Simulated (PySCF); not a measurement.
## Electron correlation in O⁺ (oxygen, charge +1)

[He] 2s2 2p2 3s1, 3s spin antiparallel (an excited configuration). Computed with PySCF 2.14 in x2c-QZVPPall with one added diffuse shell each of s, p, d, f type (8s5p4d3f1g, 73 functions), with scalar relativity by spin-free X2C-1e. Frozen: nothing; 7 electrons correlated.

MP2 pair energies summed by pair of shells (mhartree):

| pair | energy | share (%) |
| --- | --- | --- |
| 2s-2p | -48.98 | 43.0 |
| 2s-2s | -23.15 | 20.3 |
| 1s-1s | -13.91 | 12.2 |
| 2p-2p | -8.11 | 7.1 |
| 2s-3s | -5.75 | 5.0 |
| 2p-3s | -5.54 | 4.9 |
| 1s-2p | -4.55 | 4.0 |
| 1s-2s | -3.83 | 3.4 |
| 1s-3s | -0.18 | 0.2 |

Total MP2 correlation energy: -114.01 mhartree.

Same-spin part -19.57 and opposite-spin part -94.44 mhartree; SCS-MP2 scales them by 1/3 and 6/5 to -119.85 mhartree.

This basis was not built for core-valence correlation, so the inner-shell part is incomplete.
